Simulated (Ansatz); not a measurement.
Geometry optimisation, UKS PBE-D4/def2-SVP (Ansatz 0.2.0).

input.yaml

```yaml
crystal:
  periodic: [false, false, false]
  atoms:
    - { symbol: O, position_ang: [-1.14652, 0.81296, -0.53785] }
    - { symbol: Mg, position_ang: [-0.42542, -0.70276, -0.30242] }
    - { symbol: Br, position_ang: [1.57193, -0.11021, 0.84027] }
magnetization:
  spin_polarized: true
  initial_magnetization: 1
basis:
  gaussian: { orbitals: def2-SVP }
hamiltonian:
  xc: pbe
  dispersion: d4
relax:
  f_tol: 0.02
  max_steps: 40
```

Run as:

```bash
$ ansatz run input.yaml --threads 1 --pin off --max-ram 2048MiB --backend cpu --events-out ev --progress --plain --runs-dir out
```

Question: Where does it end, and by what steps?

Answer: It converged. After 6 steps the energy has fallen by 1.073 eV; Mg2 moved furthest, 0.83 Å.

| step | energy less start (eV) | largest force component (eV/Å) | accepted |
| --- | --- | --- | --- |
| 0 | 0.0000 | 3.322 | yes |
| 1 | -0.4487 | 1.363 | yes |
| 2 | -0.7412 | 0.481 | yes |
| 3 | -0.9231 | 0.668 | yes |
| 4 | -1.0305 | 0.342 | yes |
| 5 | -1.0720 | 0.087 | yes |
| 6 | -1.0728 | 0.005 | yes |

```xyz
3
Properties=species:S:1:pos:R:3
O -1.749 0.572 -0.889
Mg -0.134 0.042 -0.068
Br 1.883 -0.615 0.957
```

Time of the run: 49 s on 1 CPU thread of a shared host.
